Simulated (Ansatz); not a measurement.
Stepwise reaction of `O[SiH2][SiH](O)F` with hydrogen, as a gas-phase model of exchange steps in deposition or etching. ΔE in kJ/mol; ΔG adds harmonic PBE0-D4 terms to CCSD(T)/CBS, at 1 bar.

Gas-phase electronic energies from Ansatz, PBE0-D4/def2-TZVP geometries. CCSD(T)/CBS is the MP2 limit (def2-TZVPP, def2-QZVPP) plus CCSD(T) − MP2 in def2-TZVPP, frozen cores. This one scheme is used for every species. DFT in def2-TZVPP. B3LYP here is the variant with VWN-RPA as its local correlation; programs differ in this. One conformer a species, not always the lowest.

```json
{"step": "1", "reaction": "`O[SiH2][SiH](O)F` + H₂ → `O[SiH](F)[SiH3]` + H₂O", "PBE-D4": "54.2", "B3LYP-D4": "60.5", "ωB97M-V": "60.0", "CCSD(T)/CBS": "56.7", "ΔG(500 K)": "50.8"}
{"step": "2", "reaction": "`O[SiH](F)[SiH3]` + H₂ → `F[SiH2][SiH3]` + H₂O", "PBE-D4": "84.8", "B3LYP-D4": "90.8", "ωB97M-V": "91.3", "CCSD(T)/CBS": "88.0", "ΔG(500 K)": "85.0"}
```

**Question.** By hand: ΔE of the 2 steps together at CCSD(T)/CBS.

**Answer.** (56.7) + (88.0) = 144.7 kJ/mol, or 72.3 kJ/mol a step.

In ΔE each step is higher than the one before. All are uphill at CCSD(T)/CBS. ΔG lies between 50.8 and 85.0 kJ/mol a step. PBE-D4 differs from CCSD(T)/CBS by -3.2 to -2.5 kJ/mol a step. Isolated molecules leave out the surface, adducts and barriers. Largest T1 diagnostic: 0.013.
